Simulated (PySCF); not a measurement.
## Relaxation of triplet RuS2

Method: PySCF, UPBE0, basis Ru def2-SVP with ECP28, S def2-SVP (scalar-relativistic core potentials, no spin–orbit coupling, density fitting). A (50,194) grid was used.

A hand-made side-on start, of C2v symmetry, held to at least that symmetry:

```xyz
3
charge 0 multiplicity 3, angstrom
Ru    0.0000    0.0000   -0.8095
S     1.0000    0.0000    1.2901
S    -1.0000    0.0000    1.2901
```

Question: What forces act on the atoms at the start (eV/Å)?

Answer: 
```
atom     Fx    Fy     Fz
 Ru1   0.00  0.00   1.30
  S2   0.82  0.00  -0.65
  S3  -0.82  0.00  -0.65
```

Question: What does it relax to?

Answer: It ends at C2v with Ru–S 2.265 Å (×2), S–S 2.054 Å; Ru–S–S 63.0° (×2), S–Ru–S 53.9°. A frequency run shows a minimum. Other isomers or separated fragments may lie lower.

Question: How much energy is released, and in how many steps?

Answer: 7.3 kJ/mol in 4 steps.

Open d and f shells are described by one determinant, and the ground state may have another occupation or spin. At this level a quintet minimum of C2v symmetry lies 61 kJ/mol below this structure.

The relaxation took of the order of 18 core-seconds on a shared host.
